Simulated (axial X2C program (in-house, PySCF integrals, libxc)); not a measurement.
# Ionising NaNb

All values come from calculations with an in-house relativistic program for diatomic molecules, spin-free (one-electron X2C) or two-component (2c: spin–orbit coupling with atomic mean-field Coulomb and Gaunt terms, which also bring small scalar terms), in Dyall basis sets with cores contracted in-house; open shells are unrestricted.

Basis sets: Na dyall-cv3z, Nb dyall-cv3z.

| Hamiltonian | level | NaNb state | Re (Å) | ωe (cm⁻¹) | De (eV) |
| --- | --- | --- | --- | --- | --- |
| spin-free | PBE0 | M_S = 2, Λ = 0 | 3.152 | 144.0 | 0.64 |
| 2c | HF | Ω = 1 | 3.697 | 65.5 | n/a |
| 2c | PBE0 | Ω = 1 | 3.160 | 150.8 | n/a |

Adiabatic ionisation energy (minimum to minimum, no zero-point term) and constants of NaNb⁺:

```tsv
Hamiltonian	level	NaNb⁺ state	IE (eV)	Re (Å)	ωe (cm⁻¹)	De (eV)	fragments
spin-free	PBE0	M_S = 5/2, Λ = 2	5.24	3.261	122.9	0.69	Nb + Na+
2c	HF	Ω = 1/2	4.17	3.345	122.1	n/a	Nb + Na+
2c	PBE0	Ω = 1/2	5.19	3.261	122.9	n/a	Nb + Na+
```

Task: Add the zero-point terms to the ionisation energy at PBE0, 2c, and say whether the electron removed was bonding.

Result: IE0 = IE + (ωe⁺ − ωe)/2 = 5.19 + (-0.002) = 5.19 eV. Re changes by 0.101 Å, but the two determinants differ by more than one electron in one block, so no single orbital tells the change.

Each entry is the lowest single determinant of a limited PBE0 search at one distance. De goes to single-determinant-based atoms at the same level (for ions the charge split of lowest energy) and is withheld (n/a) where an atom does not fit its ground term or J level. Main or longest-lived isotopes. One determinant is a doubtful description, or other states lie close, for NaNb, NaNb⁺; these need not be ground states, and all values refer to the states named. Some open-shell Ω = 0 determinants are out of reach, so the Ω given for NaNb need not be the lowest component. With several unpaired electrons the Ω given is that of one determinant, not necessarily of the lowest component. The functionals have no current term, which raises determinants with orbital currents. Where the atoms have a lower orbital projection than the molecule, De at mean-field level may be about a tenth of an eV too small.
